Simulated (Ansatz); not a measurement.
Consider the redistribution: `[Br][SnH3]` + `NC(O)=[Se]` → `[OH][SnH2][Br]` + `NC=[Se]`.

Gas-phase electronic energies from Ansatz, PBE0-D4/def2-TZVP geometries. CCSD(T)/CBS is the MP2 limit (def2-TZVPP, def2-QZVPP) plus CCSD(T) − MP2 in def2-TZVPP, frozen cores. Functionals use def2-TZVPP. B3LYP here is the variant with VWN-RPA as its local correlation; programs differ in this. HSE06 is defined as in plane-wave codes. def2 core potentials past Kr. For Br, Se, Sn outer-core shells are correlated without core-valence functions, which leaves a few kJ/mol of doubt a bond. Scalar relativity is left out up to krypton. Each species was taken in one conformer, which may not be the lowest.

`[Br][SnH3]`:

Z-matrix (Å, degrees):
```
Sn
Br 1 2.483
H 1 1.700 2 106.4
H 1 1.700 2 106.4 3 -120.0
H 1 1.700 2 106.4 3 120.0
```

`NC(O)=[Se]`:

Z-matrix (Å, degrees):
```
N
C 1 1.329
H 1 1.003 2 119.0
H 1 1.006 2 120.6 3 -180.0
O 2 1.331 1 111.8 3 180.0
Se 2 1.805 1 125.4 3 -0.0
H 5 0.967 2 106.3 1 180.0
```

`[OH][SnH2][Br]`:

Cartesian coordinates in Å:
```
O 0.872 0.443 1.211
Sn -0.167 -0.433 -0.193
Br -1.789 1.236 -1.049
H 1.249 1.284 0.940
H 0.835 -0.851 -1.504
H -1.000 -1.679 0.595
```

`NC=[Se]`:

Z-matrix (Å, degrees):
```
N
C 1 1.328
H 1 1.008 2 119.3
H 1 1.006 2 121.8 3 -180.0
Se 2 1.780 1 126.0 3 -0.0
H 2 1.089 1 113.4 3 180.0
```

| level | ΔE (kJ/mol) | difference from CCSD(T)/CBS |
| --- | --- | --- |
| LDA (SPW92) | -1.9 | 35.6 |
| BLYP-D4 | -34.2 | 3.3 |
| B97M-V | -21.5 | 16.0 |
| PBE0-D4 | -16.2 | 21.3 |
| B3LYP-D4 | -27.5 | 10.0 |
| r2SCAN0-D4 | -16.4 | 21.1 |
| HSE06-D4 | -16.4 | 21.1 |
| BHLYP-D4 | -21.5 | 16.0 |
| CAM-B3LYP-D4 | -20.8 | 16.7 |
| ωB97X-V | -18.4 | 19.1 |
| ωB97M-V | -18.8 | 18.7 |
| B2PLYP | -31.9 | 5.6 |
| PBE-QIDH | -19.7 | 17.8 |
| PBE | -23.6 | 13.9 |
| revPBE | -28.6 | 8.9 |
| BLYP | -35.9 | 1.6 |
| r2SCAN | -22.6 | 14.9 |
| PBE0 | -16.6 | 20.9 |
| B3LYP | -28.3 | 9.2 |
| r2SCANh | -20.1 | 17.4 |
| r2SCAN0 | -16.5 | 21.0 |
| HSE06 | -16.6 | 20.9 |
| BHLYP | -21.5 | 16.0 |
| CAM-B3LYP | -21.0 | 16.5 |
| LC-ωPBE | -14.1 | 23.4 |
| RPA@PBE/def2-TZVPP | -31.3 | 6.2 |
| HF/def2-SVP | 11.1 | 48.6 |
| MP2/def2-SVP | -11.3 | 26.2 |
| CCSD(T)/def2-SVP | -6.4 | 31.1 |
| HF/def2-TZVPP | -14.2 | 23.3 |
| MP2/def2-TZVPP | -33.4 | 4.1 |
| SCS-MP2/def2-TZVPP | -34.4 | 3.1 |
| CCSD/def2-TZVPP | -25.9 | 11.6 |
| CCSD(T)/def2-TZVPP | -28.7 | 8.8 |
| HF/def2-QZVPP | -17.0 | 20.5 |
| MP2/def2-QZVPP | -39.4 | -1.9 |
| SCS-MP2/def2-QZVPP | -40.1 | -2.6 |
| HF/CBS(def2) | -17.4 | 20.1 |
| MP2/CBS(def2) | -42.2 | -4.7 |
| CCSD/CBS(def2) | -34.7 | 2.8 |
| CCSD(T)/CBS | -37.5 | 0 |

Question: What do rigid-rotor, harmonic-oscillator terms from PBE0-D4/def2-TZVP frequencies (298.15 K, 1 bar) make of the CCSD(T)/CBS value? (Best estimate.)

Answer: Computed: ΔZPE = +3.1 kJ/mol, ΔH = -32.6 kJ/mol, ΔS = 23 J/(mol·K), ΔG = -39.5 kJ/mol.

Largest T1 diagnostic among the species: 0.017.

In def2-TZVPP, CCSD(T) changes the Hartree–Fock value by −14.5 kJ/mol (the triples alone add −2.8 kJ/mol) and MP2 by −19.2 kJ/mol. At CCSD(T), def2-SVP lies +31.1 kJ/mol from the extrapolated value and def2-TZVPP +8.8 kJ/mol. From r2SCAN to r2SCAN0 (25 % exact exchange), in def2-TZVPP and without D4, ΔE moves by +6.1 kJ/mol.
